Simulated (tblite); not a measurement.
Run record: tight-binding relaxation, `F[CH](F)[GeH2][S]CC(F)(F)F`.

Computed with GFN2-xTB geometry optimisation, gas phase (tblite 0.8.0). Start geometry: from a force field or distance geometry. The input is one job of a driver script: a line of settings, then coordinates in Å.

Command:
```bash
OMP_NUM_THREADS=1 python probes_run.py task.json out
```

Input:
```
{"job": {"kind": "relax", "xc": "GFN2-xTB", "basis": "xTB"}, "charge": 0, "multiplicity": 1}
F      4.054500     0.291700    -0.032600
C      2.942200     0.310600    -0.881800
F      3.021100     1.438900    -1.617900
Ge     1.307000     0.190800     0.158100
S     -0.143400    -1.256100    -0.694600
C     -1.778400    -1.012500    -0.000200
C     -2.442000     0.279500    -0.343300
F     -1.753300     1.417600     0.052000
F     -3.623900     0.303700     0.415800
F     -2.821700     0.373200    -1.682800
H      3.053300    -0.574400    -1.560000
H      1.597300    -0.311800     1.630700
H      0.670200     1.576800     0.269000
H     -2.405600    -1.869300    -0.359200
H     -1.681700    -1.150700     1.119200
```

Output:
```
step      E/eV     max force
  0   -1028.96198    2.392
  1   -1029.30311    1.302
  2   -1029.41485    0.902
  3   -1029.44524    0.466
  4   -1029.46612    0.219
  5   -1029.47247    0.206
  6   -1029.48279    0.206
  7   -1029.48922    0.212
  8   -1029.49734    0.191
  9   -1029.50352    0.178
... (119 lines left out)
129   -1029.65972    0.059
130   -1029.66031    0.056
131   -1029.66061    0.038
132   -1029.66079    0.030
133   -1029.66090    0.018
134   -1029.66096    0.020
135   -1029.66099    0.015
136   -1029.66101    0.014
137   -1029.66102    0.011
138   -1029.66103    0.007
```

«max force» is the largest atomic force in eV/Å.

Q: From which step on does the largest force stay under 0.1 eV/Å, and how much energy is left to gain from there?

A: From step 110 (0.080 eV/Å), 10.2 meV above the end.

Main results: energy lowered by 16.1 kcal/mol over 138 steps; largest atomic force 0.007 eV/Å at the end.

The run took 2.0 s wall on one thread, Arm Neoverse N1 (aarch64), shared host with 64 logical CPUs at a one-minute load of 58.
Labels such as C1 count atoms from 1, the log's own numbers from 0.
